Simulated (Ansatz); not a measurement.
Process, species as SMILES: CC(F)(F)F -> C[C](F)F + F atom (the C-F bond breaks)

Quantity: bond dissociation energy (enthalpy at 298 K), in kcal/mol. Terms: dispersion terms only where a functional's name holds one; frozen cores in correlated levels; open shells spin-unrestricted; 6-311+G** with 5d; 6-31G* and kin with 6d, 5d where marked; non-relativistic; LANL2DZ all-electron up to Ne; spin-orbit terms left out. CBS(X,Y): correlation extrapolated as X^-3; Hartree-Fock from the larger set (for Q and 5 zeta extrapolated as (X+1)exp(-9√X)). First-principles rows: single points at B3LYP-D3(BJ) geometries (Ansatz, a program for electronic structure), with unscaled harmonic terms from B3LYP/6-31G* (Ansatz) at its own minima.

Coupled cluster (Ansatz) is a level with limits of its own, used here on species with T1 under 0.025 (0.045 for open shells) and stable references: CCSD(T)/CBS(cc-pVQZ,cc-pV5Z).

Value to compare with, CCSD(T)/CBS(cc-pVQZ,cc-pV5Z) (Ansatz): 128.1 kcal/mol.

| level | program | bond dissociation energy (enthalpy at 298 K) (kcal/mol) | difference |
|---|---|---|---|
| B3LYP/STO-3G | Ansatz | 103.8 | -24.3 |
| B3LYP/3-21G | Ansatz | 122.5 | -5.6 |
| B3LYP/LANL2DZ | Ansatz | 104.0 | -24.1 |
| B3LYP/6-31G | Ansatz | 111.0 | -17.1 |
| B3LYP/6-31G* | Ansatz | 126.0 | -2.1 |
| B3LYP/6-31+G* | Ansatz | 119.6 | -8.5 |
| B3LYP/6-31G** | Ansatz | 126.0 | -2.1 |
| B3LYP/def2-SVP | Ansatz | 126.4 | -1.7 |
| B3LYP/cc-pVDZ | Ansatz | 122.8 | -5.3 |
| B3LYP/6-311+G** | Ansatz | 118.4 | -9.7 |
| B3LYP/def2-TZVPD | Ansatz | 120.5 | -7.6 |

0 of the 10 habitual levels lie above CCSD(T)/CBS(cc-pVQZ,cc-pV5Z) (Ansatz); their mean absolute difference is 10.1 kcal/mol, the median 7.0.

The sets are all those run for this method; left out are runs that failed, that the program found above a lower state of the same kind, or whose <S^2> lies over 0.5 above the pure value.
